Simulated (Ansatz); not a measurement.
`C#[C][Al]([CH3])[CH3]` and `[CH3][Al]([CH3])[AlH][Cl]` differ in one atom or group.

Ansatz, PBE0-D4/def2-TZVP geometries, multiplicity 1. Each molecule was computed in one conformer, which needn't be the lowest.

```tsv
property	`C#[C][Al]([CH3])[CH3]`
LUMO energy (B3LYP/def2-TZVPP) / eV	-1.29
HOMO energy (PBE/def2-TZVPP) / eV	-6.36
HOMO energy (B3LYP/def2-TZVPP) / eV	-7.36
HOMO–LUMO gap (B3LYP/def2-TZVPP) / eV	6.07
HOMO–LUMO gap (PBE0/def2-TZVPP) / eV	6.52
size of the dipole moment (PBE/def2-TZVPP) / D	0.33
```

(1) What does the change do to each property? (An estimate is asked.)

Results:

(1) Computed: 
```csv
property,`[CH3][Al]([CH3])[AlH][Cl]`,shift
LUMO energy (B3LYP/def2-TZVPP) / eV,-2.62,-1.33
HOMO energy (PBE/def2-TZVPP) / eV,-5.67,0.69
HOMO energy (B3LYP/def2-TZVPP) / eV,-6.54,0.82
HOMO–LUMO gap (B3LYP/def2-TZVPP) / eV,3.92,-2.15
HOMO–LUMO gap (PBE0/def2-TZVPP) / eV,4.25,-2.27
size of the dipole moment (PBE/def2-TZVPP) / D,2.48,2.15
```

With PBE0 the HOMO rises by 0.87 eV and the LUMO falls by 1.40 eV, so the gap narrows by about 2.27 eV. PBE moves the HOMO by 0.69 eV and ωB97M-V by 1.18 eV. Dipoles are sizes alone; their direction can turn.

B3LYP here is the variant with VWN-RPA as its local correlation; programs differ in this.
